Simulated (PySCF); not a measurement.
## Trend along the fifth-period p block: MSi cations

CCSD(T) with double-zeta basis sets in PySCF, for the lowest determinant that a PBE0 search found; no spin–orbit coupling. De refers to high-spin ground-configuration atoms (the charge goes to the atom of lower measured ionisation energy or higher electron affinity, which is not always the lowest computed limit).

```json
{"M": "In", "basis": "x2c-SVPall", "reference, frozen orbitals": "UHF, 23", "charged atom": "In+", "state (unpaired electrons)": "triplet (σ ↑, π ↑)", "Re (Å)": "3.190", "ωe (cm⁻¹)": "111", "De (eV)": "0.55"}
{"M": "Sn", "basis": "x2c-SVPall", "reference, frozen orbitals": "UHF, 23", "charged atom": "Sn+", "state (unpaired electrons)": "quartet (σ ↑, π ↑↑)", "Re (Å)": "2.565", "ωe (cm⁻¹)": "309", "De (eV)": "2.35"}
{"M": "Sb", "basis": "def2-SVP", "reference, frozen orbitals": "UHF, 9", "charged atom": "Si+", "state (unpaired electrons)": "triplet (π ↑↑)", "Re (Å)": "2.561", "ωe (cm⁻¹)": "336", "De (eV)": "2.26"}
{"M": "Te", "basis": "x2c-SVPall", "reference, frozen orbitals": "ROHF, 23", "charged atom": "Si+", "state (unpaired electrons)": "doublet (π ↑)", "Re (Å)": "2.446", "ωe (cm⁻¹)": "383", "De (eV)": "3.20"}
{"M": "I", "basis": "x2c-SVPall", "reference, frozen orbitals": "RHF, 23", "charged atom": "Si+", "state (unpaired electrons)": "singlet (closed shell)", "Re (Å)": "2.341", "ωe (cm⁻¹)": "449", "De (eV)": "3.84"}
```

The shortest bond is that of SiI⁺ (2.341 Å), the longest that of InSi⁺ (3.190 Å). SiI⁺ is bound most strongly (3.84 eV) and InSi⁺ least (0.55 eV).

The rows differ in basis set, which adds steps of its own.

The state changes along the series, so neighbouring rows are not always alike in their bonding.

Correlated steps freeze the inner cores (9 to 23 orbitals); shallow outer-core shells are correlated. UHF and ROHF references stand side by side, which adds small steps between rows. Correlated levels converge slowly with the basis: in double zeta they bind strong bonds too weakly, by up to about 1 eV, and carry superposition errors of some tenths. Spin–orbit coupling is left out, which matters for elements this heavy, above all for dissociation energies. For an ion De counts to the pair picked by the measured ionisation energies or electron affinities, which need not be the lowest pair at this level. Where the molecule has an RHF reference, its open-shell atoms are computed with UHF. The CCSD T1 diagnostic is raised in SiI⁺, a sign that a single reference may not be enough there. States were picked by a PBE0 search and need not be the measured ground states.
